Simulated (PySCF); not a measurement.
**Gas-phase XPS of `[GeH3][O]B[AsH2]`, computed**

Compound: AsBGeH6O.
Geometry (PBE0-D3(BJ)/def2-SVP, Å), atoms numbered from 1 in this order:
```xyz
10
AsBGeH6O angstrom
Ge    -1.393    0.053    0.015
O     -0.207   -1.286   -0.253
B      1.131   -1.262   -0.194
As     2.261    0.362    0.366
H     -2.735   -0.665    0.175
H     -1.357    0.958   -1.224
H     -0.972    0.801    1.290
H      1.725   -2.302   -0.402
H      1.445    1.419   -0.371
H      3.252    0.178   -0.772
```

Computed with delta-SCF UKS SCAN, pcX-2 on the ionised atom, pcseg-1 elsewhere, spin-free X2C (PySCF 2.14.0). Each binding energy is the total energy of the core-ionised species, with the hole localised on one atom, minus that of the ground state; both are solved self-consistently, so orbital relaxation is included.

List the computed XPS lines with their assignment.

| atom(s) | environment | level | binding energy (eV) | count |
| --- | --- | --- | --- | --- |
| O2 | boron-bound oxygen | O 1s | 538.04 | 1 |
| B3 | three-coordinate boron | B 1s | 196.40 | 1 |

What is the longest wavelength that can ionise B 1s of B3 vertically?

λ = hc/E = 12398.42 eV Å / 196.40 eV = 63.128 Å.

Express the binding energy of B 1s of B3 in atomic units and per mole.

196.40 eV = 7.2176 Eh = 18950 kJ/mol.

No level of arsenic or germanium is listed. One conformer (not necessarily the lowest) at the PBE0-D3(BJ)/def2-SVP geometry, without solvent, vibrations or thermal averaging.
